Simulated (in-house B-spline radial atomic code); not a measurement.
Br²⁺. Computed with a B-spline radial atomic code. Model: non-relativistic spherical atom: semilocal Troullier-Martins pseudo-atom, one channel per l, against all electrons, high spin, G0W0 and RPA with empty states to l = 8, local potential for every l without a channel, a model core (radius 0 = none) keeps its share of the functional.

What the tables leave out is listed at the end.

The pseudopotential gives back the lowest level of each angular momentum of its own functional in the configuration it was made in; a second state of the same l is only approximately right. Exact exchange, RPA and GW see the smooth pseudo-orbitals and miss the exchange with the core, for which the functional's share stands in. The column with an uncorrelated core keeps all orbitals and exact exchange, and so separates missing core correlation from pseudisation. Only the three outermost levels and the lowest empty one were computed. RPA here is direct RPA, with no exchange kernel, and its energies carry an (l + 1/2)⁻⁴ tail. A hybrid on a potential with a model core restores only its own semilocal share of the core's exchange.

Command:
```bash
python run_psgw.py task.json out
```
Settings (lengths in bohr, energies in hartree):
```
Z                      35
electrons              33
configuration          [Ar] 3d10 4s2 4p3
generated_in           [Ar] 3d10 4s2 4p3
functional             lda,vwn
core_shells            4
radius_factor          1
core_correction        False
```

Run time, properties included: 38 s on 1 thread of Arm Neoverse N1, with other jobs on the host.

Given: made with LDA VWN5; model core radius 0 bohr; local radius 0.621 bohr; mean-field start LDA VWN5.

Valence shells of the generating configuration: 3p, 3d, 4s, 4p.

Channel: s 1.411, p 0.482, d 1.279 (radii in bohr).

Computed: largest level miss in the spin-unpolarised generating configuration 0.094 eV; valence RPA correlation energy all-electron orbitals -1.4325 hartree; all-electron RPA polarisability, core included 7.373 bohr³; pseudo-atom RPA polarisability 7.2181 bohr³.

```json
{"level": "4p up", "occupied": "1", "mean-field all-electron (eV)": "-29.435", "mean-field pseudo minus all (eV)": "-0.1", "G0W0 all-electron (eV)": "-35.236", "G0W0 uncorrelated core minus all (eV)": "0.003", "G0W0 pseudo minus all (eV)": "0.076", "exchange self-energy all-electron (eV)": "-23.103", "exchange self-energy pseudo (eV)": "-21.756"}
{"level": "4s down", "occupied": "1", "mean-field all-electron (eV)": "-39.441", "mean-field pseudo minus all (eV)": "0.008", "G0W0 all-electron (eV)": "-44.655", "G0W0 uncorrelated core minus all (eV)": "-0.1", "G0W0 pseudo minus all (eV)": "-1.506", "exchange self-energy all-electron (eV)": "-20.482", "exchange self-energy pseudo (eV)": "-20.194"}
{"level": "4p down (empty)", "occupied": "0", "mean-field all-electron (eV)": "-26.701", "mean-field pseudo minus all (eV)": "-0.083", "G0W0 all-electron (eV)": "-21.879", "G0W0 uncorrelated core minus all (eV)": "0.005", "G0W0 pseudo minus all (eV)": "0.201", "exchange self-energy all-electron (eV)": "-6.8466", "exchange self-energy pseudo (eV)": "-5.4744"}
```

Question: What is the valence RPA correlation energy pseudo?

Answer: -1.4843 hartree.

Given: mean-field start PBE0.

Computed: valence RPA correlation energy all-electron orbitals -1.3787 hartree; all-electron RPA polarisability, core included 6.7224 bohr³; pseudo-atom RPA polarisability 6.5922 bohr³.

| level | occupied | mean-field all-electron (eV) | mean-field pseudo minus all (eV) | G0W0 all-electron (eV) | G0W0 uncorrelated core minus all (eV) | G0W0 pseudo minus all (eV) | exchange self-energy all-electron (eV) | exchange self-energy pseudo (eV) |
| --- | --- | --- | --- | --- | --- | --- | --- | --- |
| 4p up | 1 | -31.054 | 0.021 | -35.379 | 0.003 | 0.132 | -22.946 | -21.609 |
| 4s down | 1 | -40.215 | -0.466 | -44.591 | -0.093 | -1.643 | -20.22 | -20.527 |
| 4p down (empty) | 0 | -24.77 | 0.041 | -21.693 | 0.005 | 0.217 | -6.5074 | -5.2252 |

Question: What is the valence RPA correlation energy pseudo?

Answer: -1.4392 hartree.

Given: mean-field start Hartree-Fock.

Computed: valence RPA correlation energy pseudo -1.3295 hartree; all-electron RPA polarisability, core included 5.4764 bohr³; pseudo-atom RPA polarisability 5.3574 bohr³.

| level | occupied | mean-field all-electron (eV) | mean-field pseudo minus all (eV) | G0W0 all-electron (eV) | G0W0 uncorrelated core minus all (eV) | G0W0 pseudo minus all (eV) | exchange self-energy all-electron (eV) | exchange self-energy pseudo (eV) |
| --- | --- | --- | --- | --- | --- | --- | --- | --- |
| 4p up | 1 | -35.151 | 0.46 | -35.651 | 0.004 | 0.333 | -22.629 | -21.276 |
| 4s down | ? | ? | ? | ? | ? | ? | ? | ? |
| 4s up | 1 | -52.062 | -1.697 | -49.564 | -0.073 | -1.588 | -29.196 | -29.887 |
| 4p down (empty) | 0 | -19.477 | 0.409 | -21.377 | 0.004 | 0.362 | -5.5192 | -4.4409 |

Question: What belongs in the row 4s down?

Answer: occupied: 1; mean-field all-electron (eV): -42.46; mean-field pseudo minus all (eV): -2.672; G0W0 all-electron (eV): -44.469; G0W0 uncorrelated core minus all (eV): -0.077; G0W0 pseudo minus all (eV): -1.917; exchange self-energy all-electron (eV): -19.558; exchange self-energy pseudo (eV): -21.994.

Question: What is the valence RPA correlation energy all-electron orbitals?

Answer: -1.2539 hartree.

Among the listed levels the largest G0W0 shift of the pseudo-atom is -1.92 eV, for 4s down on the Hartree-Fock start, while leaving the core uncorrelated moves that level by -0.08 eV. So pseudisation and the lost core exchange, not the missing core correlation, make the error. Not in the tables (levels of low weight, unsolved or above zero; the highest and the empty levels are kept at any weight): on LDA the G0W0 levels 4s up (pseudo minus all -1.49 eV, weights 0.23 and 0.31); on PBE0 the G0W0 levels 4s up (pseudo minus all -0.84 eV, weights 0.28 and 0.37).
